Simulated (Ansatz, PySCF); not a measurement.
CHO₂, SMILES O=[C]O, multiplicity 2. Atoms are numbered in the order given.

```xyz
4

O      0.2119     1.1220     0.0000
C     -0.4131     0.1198     0.0000
O     -0.0065    -1.1435     0.0000
H      0.9683    -1.1606     0.0000
```
Charge 0, spin multiplicity 2.

Coordinates come from a ωB97X-D3(BJ)/def2-TZVP optimisation. The isomer is the one that the SMILES or the coordinates give; other isomers of the formula were not compared. Other conformers were not sampled.

Two levels are set side by side: PBE-D3(BJ)/def2-TZVP (Ansatz, a first-principles code) and ωB97X-D3(BJ)/def2-TZVP (PySCF). Each level has its own optimised geometry; the coordinates shown are those of the second. Frequencies come from the Hessian of PySCF at each geometry. Differences are taken from unrounded values.

| quantity | ωB97X-D3(BJ) |
|---|---|
| mean bond length (Å) | 1.161 |
| bond O1–C2 (Å) | 1.181 |
| bond C2–O3 (Å) | 1.327 |
| bond O3–H4 (Å) | 0.975 |
| highest harmonic wavenumber (cm⁻¹) | 3669 |
| mean harmonic wavenumber (cm⁻¹) | 1529 |
| zero-point energy (kcal/mol) | 13.11 |

Question: What does PBE-D3(BJ) give, and how far is it from ωB97X-D3(BJ)? (Estimate from the structure and the level; the computed values follow.)

Answer: 
```json
[
 {"quantity": "mean bond length (Å)", "PBE-D3(BJ)": "1.171", "PBE-D3(BJ) minus ωB97X-D3(BJ)": "0.010"},
 {"quantity": "bond O1–C2 (Å)", "PBE-D3(BJ)": "1.193", "PBE-D3(BJ) minus ωB97X-D3(BJ)": "0.012"},
 {"quantity": "bond C2–O3 (Å)", "PBE-D3(BJ)": "1.330", "PBE-D3(BJ) minus ωB97X-D3(BJ)": "0.003"},
 {"quantity": "bond O3–H4 (Å)", "PBE-D3(BJ)": "0.991", "PBE-D3(BJ) minus ωB97X-D3(BJ)": "0.016"},
 {"quantity": "highest harmonic wavenumber (cm⁻¹)", "PBE-D3(BJ)": "3395", "PBE-D3(BJ) minus ωB97X-D3(BJ)": "-274"},
 {"quantity": "mean harmonic wavenumber (cm⁻¹)", "PBE-D3(BJ)": "1443", "PBE-D3(BJ) minus ωB97X-D3(BJ)": "-86"},
 {"quantity": "zero-point energy (kcal/mol)", "PBE-D3(BJ)": "12.38", "PBE-D3(BJ) minus ωB97X-D3(BJ)": "-0.73"}
]
```

GGA bonds tend to be longer and softer than those of functionals with exact exchange. Differences between two approximate levels are no errors against the true value.
